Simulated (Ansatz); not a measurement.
Consider the cleavage of the Si–B bond: `N[B]([SiH3])[GeH3]` + `CN[SiH](O)O` → `CN([SiH3])[SiH](O)O` + `N[BH][GeH3]`.

Calculated with Ansatz (gas phase, PBE0-D4/def2-TZVP geometries, no zero-point term in ΔE). CBS: MP2 limit from def2 TZ/QZ plus the TZ coupled-cluster correction, frozen cores. Functionals use def2-TZVPP. For Ge outer-core shells are correlated without core-valence functions, which leaves a few kJ/mol of doubt a bond. Scalar relativity is left out up to krypton. One conformer a species, not always the lowest.

CCSD(T)/CBS gives -14.6 kcal/mol.

**Question.** Another level gave -10.8 kcal/mol. Which?
A. r2SCAN/def2-TZVPP
B. B2PLYP/def2-TZVPP
C. PBE-D4/def2-TZVPP
D. HF/def2-TZVPP

**Answer.** C. PBE-D4 -10.8, B2PLYP -14.7, HF/def2-TZVPP -16.6, r2SCAN -13.3 kcal/mol.

Largest T1 diagnostic among the species: 0.013.

The D4 term adds −1.1 kcal/mol with B3LYP and −0.6 kcal/mol with PBE0; it sums over pairs of atoms, weighted by their polarisabilities, and B3LYP, whose exchange is more repulsive, gets the larger term. From PBE to PBE0 (25 % exact exchange), in def2-TZVPP and without D4, ΔE moves by −1.3 kcal/mol.

B3LYP here is the variant with VWN-RPA as its local correlation; programs differ in this.
